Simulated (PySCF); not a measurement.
# Ionisation energy of Ba+ by level of theory

Ba+ [Xe] 6s1 (2S) → Ba(2+) [Xe] (1S), as a difference of total energies. All numbers are calculated (PySCF 2.14, the spin-free X2C one-electron Hamiltonian (Gaussian nucleus), in x2c-TZVPPall with one added diffuse shell each of s, p, d type (12s8p7d2f1g, 94 functions)). Correlated levels: valence and next inner shell: [Kr] 4d10 frozen. The calculations carry no spin-orbit coupling.

| method | ionisation energy (eV) |
| --- | --- |
| UHF | 9.371 |
| MP2 (valence and next inner shell) | 9.884 |
| SCS-MP2 (valence and next inner shell) | 9.785 |
| CCSD (valence and next inner shell) | 9.851 |
| CCSD(T) (valence and next inner shell) | 9.887 |

Problem. How much does correlation contribute at CCSD(T) (valence and next inner shell)?

Solution. 9.887 − (9.371) = 0.516 eV, measured against UHF.

Errors of the correlated levels include the incompleteness of this basis and the frozen core.

For comparison: 10.004 eV (measured; NIST Atomic Spectra Database, ionization energies).
